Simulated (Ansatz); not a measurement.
Harmonic frequencies (cm⁻¹) at PBE0-D4/def2-TZVP from Ansatz: 81, 114, 138, 242, 255, 431, 627, 632, 2326.

Q: Which molecule is it?
A. `C#[C][In]([F])[Cl]`
B. `N#[C][In]([F])[F]`
C. `N#[C][InH2]`
D. `[NH2][In]([F])[Br]`

A: B.
